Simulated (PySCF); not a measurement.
## Br₃⁺, singlet: computed properties

These are results of PBE0 in PySCF with Br def2-TZVP; no relativity; density-fitted integrals, not measurements.

The structure is a minimum.

```json
{
 "Point group": "C2v",
 "Bond lengths": "Br–Br 2.273 Å (×2)",
 "Bond angles": "Br–Br–Br 107.8°",
 "Rotational symmetry number": "2",
 "Heat capacity Cp at 298.15 K": "55.2 J/(mol K)",
 "Principal quadrupole moments (Buckingham, traceless) about the centre of mass": "-12.27, -1.81, 14.08 D Å",
 "Entropy at 298.15 K and 1 bar": "317.0 J/(mol K)",
 "Highest occupied level": "-13.98 eV",
 "Enthalpy at 298.15 K above 0 K": "13.96 kJ/mol",
 "Principal polarisabilities": "34.6, 47.5, 92.1 bohr³",
 "Lowest empty level": "-10.26 eV",
 "Rotational constants": "0.1789, 0.03165, 0.02689 cm⁻¹",
 "Dipole moment about the centre of mass": "0.62 D",
 "Zero-point energy": "4.3 kJ/mol"
}
```

Harmonic modes (masses in u: Br 78.918):
```tsv
symmetry	ω (cm⁻¹)	IR (km/mol)	type
a1	105	0.3	bend
a1	308	0.2	stretch
b2	314	14.1	stretch
```

In C2v the vibrations span 2a1 + b2. Here b1 is antisymmetric to the molecular plane and b2 lies in it.

Charges (e):
```tsv
atom	Mulliken	Löwdin	polar tensor	Mayer order to Br1
Br1	0.51	0.47	0.69	–
Br2,3	0.25	0.27	0.16	1.12
```

Mulliken populations on Br1: s 7.96, p 16.32, d 10.20, f 0.02.

This need not be the most stable arrangement of these atoms.

The final relaxation and frequency run took about 2.6 core-minutes on a shared host.
